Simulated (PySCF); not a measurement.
## Threshold energies of SbH in a plasma

r²SCAN in PySCF with def2-SVPD on every atom (core potentials on Sb), for the lowest determinant that a PBE0 search found; no spin–orbit coupling.

```tsv
species	state (unpaired electrons)	Re (Å)	ωe (cm⁻¹)	energy of the minimum from the neutral (eV)	De (eV)	dissociates to
SbH	triplet (π ↑↑)	1.724	1917	0.00	2.60	Sb + H
SbH⁺	doublet (π ↑)	1.722	1970	9.05	2.74	Sb⁺ + H
```

Problem. Work out the lowest energy to break SbH into atoms, from its vibrational ground state.

Solution. D0 = De − ωe/2 = 2.60 − 0.12 = 2.48 eV (r²SCAN/def2-SVPD).

Problem. Work out the ionisation energy of the Sb atom at this level and the threshold of dissociative ionisation.

Solution. IE(Sb) = 9.05 + 2.74 − 2.60 = 9.19 eV, so Sb⁺ + H + e⁻ appears at D0 + IE(Sb) = 11.67 eV (r²SCAN/def2-SVPD). The measured IE(Sb) is 8.608 eV (NIST ASD).

These are thermodynamic thresholds; the onsets seen under electron impact lie higher where the geometry changes, and cross-sections peak well above them.

Spin–orbit coupling is left out, which matters for elements this heavy, above all for dissociation energies. For an ion De counts to the pair picked by the measured ionisation energies or electron affinities, which need not be the lowest pair at this level. States were picked by a PBE0 search and need not be the measured ground states.
